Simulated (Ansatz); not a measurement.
(LiSH)2 ring (Li₂H₂S₂). Charge 0, multiplicity 1. Geometry PBE-D4/def2-TZVP.

```xyz
6

Li    0.0237    0.4190   -1.2882
S     0.8954    1.7071    0.4349
Li    0.6735   -0.5188    1.0548
S    -0.0028   -1.8349   -0.7336
H    -0.2760    2.1601    0.9411
H    -1.3138   -1.9325   -0.4090
```

LC-ωPBE has ω = 0.4 bohr⁻¹.

Problem. Estimate the orbital energies around the gap (eV) in Ansatz with revPBE-D4/def2-TZVP, r2SCANh-D4/def2-TZVP, PBE0-D4/def2-SVP, PBE0-D4/def2-TZVP, LC-ωPBE/def2-TZVP.

Solution. 
| orbital | revPBE-D4/def2-TZVP | r2SCANh-D4/def2-TZVP | PBE0-D4/def2-SVP | PBE0-D4/def2-TZVP | LC-ωPBE/def2-TZVP |
| --- | --- | --- | --- | --- | --- |
| HOMO−9 | -50.62 | -53.65 | -54.44 | -54.67 | -56.50 |
| HOMO−8 | -50.61 | -53.63 | -54.42 | -54.65 | -56.48 |
| HOMO−7 | -16.47 | -18.04 | -18.63 | -18.75 | -22.19 |
| HOMO−6 | -16.39 | -17.96 | -18.54 | -18.66 | -22.07 |
| HOMO−5 | -9.05 | -9.96 | -10.35 | -10.46 | -13.28 |
| HOMO−4 | -8.82 | -9.71 | -10.08 | -10.20 | -12.97 |
| HOMO−3 | -6.26 | -7.05 | -7.44 | -7.59 | -10.42 |
| HOMO−2 | -5.77 | -6.52 | -6.90 | -7.02 | -9.74 |
| HOMO−1 | -5.73 | -6.48 | -6.83 | -6.97 | -9.68 |
| HOMO | -5.40 | -6.14 | -6.49 | -6.64 | -9.30 |
| LUMO | -1.34 | -0.65 | -0.79 | -0.82 | 0.57 |
| LUMO+1 | -0.56 | 0.11 | -0.08 | -0.05 | 1.15 |
| LUMO+2 | -0.43 | 0.21 | 0.49 | 0.16 | 1.96 |
| LUMO+3 | 0.48 | 1.22 | 1.45 | 1.14 | 2.85 |
| LUMO+4 | 0.56 | 1.27 | 1.83 | 1.23 | 2.99 |
| LUMO+5 | 0.71 | 1.36 | 1.91 | 1.38 | 3.51 |
